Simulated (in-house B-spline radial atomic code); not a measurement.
**Ionising Ge2+ with different functionals**

Computed with a radial B-spline atomic code at the basis-set limit: non-relativistic Hamiltonian, point nucleus, spin-polarised at highest spin, spherical fractional occupations for the functionals, the average over the highest-spin determinants for Hartree-Fock. The ionisation energy is the difference of two self-consistent energies, [Ar] 3d10 4s2 → [Ar] 3d10 4s1, without Breit or QED terms; ε is the level of the shell that loses the electron (its least bound occupied spin orbital). There is no spin-orbit coupling in this Hamiltonian.

```
           method                    rung  ΔSCF (eV)  -ε(4s) (eV)
     Hartree-Fock            Hartree-Fock      31.72        31.96
    HF fractional            Hartree-Fock      31.72        31.96
         LDA VWN5                     LDA      34.27        29.16
         LDA PW92                     LDA      34.28        29.16
LDA exchange-only                     LDA      32.74        27.84
              PBE                     GGA      33.87        28.78
           PBEsol                     GGA      33.78        28.82
             BLYP                     GGA      34.07        28.86
             RPBE                     GGA      33.68        28.61
             PW91                     GGA      33.96        28.90
             BP86                     GGA      34.00        29.00
             AM05                     GGA      33.73        28.77
             OLYP                     GGA      33.46        28.38
             TPSS                meta-GGA      33.54        28.72
             SCAN                meta-GGA      33.61        29.19
           r2SCAN                meta-GGA      33.50        29.07
            M06-L                meta-GGA      33.61        28.74
          revTPSS                meta-GGA      33.47        28.72
             PBE0           global hybrid      33.51        29.81
            B3LYP           global hybrid      33.97        29.84
            TPSSh           global hybrid      33.43        29.14
           M06-2X           global hybrid      33.58        30.13
        BHandHLYP           global hybrid      33.45        30.88
          r2SCAN0           global hybrid      33.31        30.04
            B97-1           global hybrid      33.82        29.56
            HSE06  range-separated hybrid      33.58        29.52
            wB97X  range-separated hybrid      33.75        32.49
        CAM-B3LYP  range-separated hybrid      33.93        31.47
          LC-wPBE  range-separated hybrid      33.51        32.76
```

(1) Among the functionals, which spreads more, the ΔSCF values or the orbital energies?

(2) How do they compare with the NIST value?

## Answers

(1) The orbital energies: ΔSCF values span about 1.53 eV and the orbital energies 4.92 eV.

(2) NIST lists 34.058 eV ± 0.0012 (measured, ground level to ground level). Errors run from -2.34 to +0.22 eV; BLYP is closest (+0.01 eV), but part of that can be cancellation, since the calculations leave out relativity, Breit-QED terms. Hartree-Fock also lacks correlation.
